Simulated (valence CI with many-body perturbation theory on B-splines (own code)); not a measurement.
## I⁴⁶⁺: calculated level list

Computed by configuration interaction combined with many-body perturbation theory (CI+MBPT): five valence electrons over a frozen Dirac-Fock core [He], radial functions for each j: 11 s, 11 p, 10 d, 8 f, 5 g, 2 h, with the one-electron correlation potential Σ1, the two-electron term Σ2, the three-electron term Σ3, Breit, model QED; selected CI, second order for the rest, scaled by the run's own slope (own B-spline code, finite nucleus).

The last digits are not significant, and no measured levels were compared; by estimate large intervals hold to a few tenths of a per cent, small ones and those within an open d or f shell to about a per cent. Among the levels kept, up to 7200 cm⁻¹ of a level comes from second order outside the variational space, and about a tenth of that is noise between levels of different J, which matters for small intervals.

Levels 1 to 45 of 200, with energies above the lowest level, (2s^2 2p1/2^2 2p3/2) J=3/2. "Leading %" is the weight of the configuration and term that name the level; weights of strongly mixed levels are sums over their largest components and can fall short. In the jj column 3d3/2^4 stands for four electrons in 3d with j = 3/2.

```csv
No.,Configuration,Term,J,E (× 10³ cm⁻¹),Leading %,Leading jj,g
1,2s²2p³,²P°,3/2,0.00,46,2s^2 2p1/2^2 2p3/2 (99 %),1.363
2,2s²2p³,⁴S°,3/2,2382.9,54,2s^2 2p1/2 2p3/2^2 (100 %),1.438
3,2s²2p³,²D°,5/2,2542.0,100,2s^2 2p1/2 2p3/2^2 (100 %),1.181
4,2s²2p³,²P°,1/2,2786.5,100,2s^2 2p1/2 2p3/2^2 (100 %),0.642
5,2s2p⁴,⁴P,5/2,4096.4,75,2s 2p1/2^2 2p3/2^2 (99 %),1.484
6,2s2p⁴,²S,1/2,4635.8,60,2s 2p1/2^2 2p3/2^2 (98 %),2.107
7,2s2p⁴,²P,3/2,4648.3,43,2s 2p1/2^2 2p3/2^2 (98 %),1.206
8,2s²2p³,²P°,3/2,5178.8,53,2s^2 2p3/2^3 (99 %),1.282
9,2s2p⁴,⁴P,3/2,6641.3,78,2s 2p1/2 2p3/2^3 (99 %),1.549
10,2s2p⁴,²D,5/2,6898.1,75,2s 2p1/2 2p3/2^3 (99 %),1.280
11,2s2p⁴,²P,1/2,7184.5,60,2s 2p1/2 2p3/2^3 (96 %),1.425
12,2s2p⁴,²P,3/2,7275.6,50,2s 2p1/2 2p3/2^3 (99 %),1.061
13,2p⁵,²P°,3/2,9170.8,99,2p1/2^2 2p3/2^3 (99 %),1.316
14,2s2p⁴,²S,1/2,9708.2,37,2s 2p3/2^4 (98 %),1.747
15,2p⁵,²P°,1/2,11718,100,2p1/2 2p3/2^4 (100 %),0.642
16,2s²2p²3s,⁴P,1/2,35453,48,2s^2 2p1/2^2 3s (99 %),2.019
17,2s²2p²3p,²P°,1/2,35971,43,2s^2 2p1/2^2 3p1/2 (99 %),0.657
18,2s²2p²3p,²P°,3/2,36776,31,2s^2 2p1/2^2 3p3/2 (99 %),1.332
19,2s²2p²3d,²D,3/2,37282,40,2s^2 2p1/2^2 3d3/2 (99 %),0.785
20,2s²2p²3d,²D,5/2,37551,32,2s^2 2p1/2^2 3d5/2 (98 %),1.198
21,2s²2p²3s,⁴P,3/2,37883,88,2s^2 2p1/2 2p3/2 3s (99 %),1.670
22,2s²2p²3s,²P,1/2,37939,67,2s^2 2p1/2 2p3/2 3s (99 %),1.298
23,2s²2p²3s,²D,5/2,38017,61,2s^2 2p1/2 2p3/2 3s (99 %),1.335
24,2s²2p²3s,²D,3/2,38052,62,2s^2 2p1/2 2p3/2 3s (99 %),0.985
25,2s²2p²3p,⁴P°,1/2,38397,46,2s^2 2p1/2 2p3/2 3p1/2 (99 %),1.717
26,2s²2p²3p,⁴D°,3/2,38441,55,2s^2 2p1/2 2p3/2 3p1/2 (99 %),1.143
27,2s²2p²3p,²F°,5/2,38536,46,2s^2 2p1/2 2p3/2 3p1/2 (99 %),1.080
28,2s²2p²3p,²P°,3/2,38728,41,2s^2 2p1/2 2p3/2 3p1/2 (98 %),1.345
29,2s²2p²3p,⁴D°,5/2,39114,44,2s^2 2p1/2 2p3/2 3p3/2 (86 %),1.447
30,2s²2p²3p,⁴P°,1/2,39174,34,2s^2 2p1/2 2p3/2 3p3/2 (98 %),1.633
31,2s²2p²3p,²D°,3/2,39221,52,2s^2 2p1/2 2p3/2 3p3/2 (99 %),1.173
32,2s²2p²3p,²F°,7/2,39276,61,2s^2 2p1/2 2p3/2 3p3/2 (99 %),1.239
33,2s²2p²3p,²P°,3/2,39306,32,2s^2 2p1/2 2p3/2 3p3/2 (82 %),1.401
34,2s2p³3s,⁴P°,5/2,39362,23,2s 2p1/2^2 2p3/2 3s (50 %),1.438
35,2s²2p²3p,²D°,5/2,39457,30,2s^2 2p1/2 2p3/2 3p3/2 (65 %),1.381
36,2s²2p²3p,²P°,1/2,39512,82,2s^2 2p1/2 2p3/2 3p3/2 (95 %),0.660
37,2s2p³3s,²P°,3/2,39559,29,2s 2p1/2^2 2p3/2 3s (83 %),1.494
38,2s²2p²3d,⁴F,3/2,39720,42,2s^2 2p1/2 2p3/2 3d3/2 (98 %),0.939
39,2s²2p²3d,⁴F,5/2,39736,55,2s^2 2p1/2 2p3/2 3d3/2 (96 %),0.979
40,2s²2p²3d,⁴D,1/2,39750,80,2s^2 2p1/2 2p3/2 3d3/2 (100 %),0.234
41,2s²2p²3d,²G,7/2,39841,45,2s^2 2p1/2 2p3/2 3d3/2 (92 %),1.048
42,2s²2p²3d,²F,5/2,39869,22,2s^2 2p1/2 2p3/2 3d3/2 (53 %),1.246
43,2s2p³3p,⁶P,3/2,39900,19,2s 2p1/2^2 2p3/2 3p1/2 (66 %),1.530
44,2s²2p²3d,⁴D,7/2,39906,48,2s^2 2p1/2 2p3/2 3d5/2 (96 %),1.302
45,2s2p³3s,²P°,1/2,39913,38,2s 2p1/2^2 2p3/2 3s (92 %),0.764
```

The ionisation energy to 2s²2p² ³P0 of the next ion comes out as 8044.3 eV (NIST: 8044 ± 4 eV (theoretical)). All 200 levels together are meant to be complete up to 45599 × 10³ cm⁻¹.
